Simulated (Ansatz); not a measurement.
Two shapes of singlet CuNH3(+).

Shape 1:

```xyz
5

N     0.0159    0.0010   -1.3687
H     0.9606    0.0254   -1.7719
H    -0.4543    0.7736   -1.7992
H    -0.4830   -0.7785   -1.7837
Cu    0.0276    0.0350    0.5518
```

Shape 2:

```xyz
5

N     0.0011   -0.0401   -1.3592
H     0.9565   -0.0100   -1.7989
H    -0.4834    0.7748   -1.8331
H    -0.4538   -0.8106   -1.7727
Cu    0.0344    0.0652    0.5841
```

Basis set: STO-3G (spherical functions). Correlated methods keep 6 orbitals frozen. Charge 1, multiplicity 1.

Computed with Ansatz (development build ahead of 0.2.0); each method stands on the lowest determinant of its kind that the runs found.

Question: Which shape is lower in energy, and by how much in each method?

Answer:

```
 method  E(2) − E(1) (eV)
    RHF             0.015
RHF-MP2            -0.038
```

The methods disagree on the order.
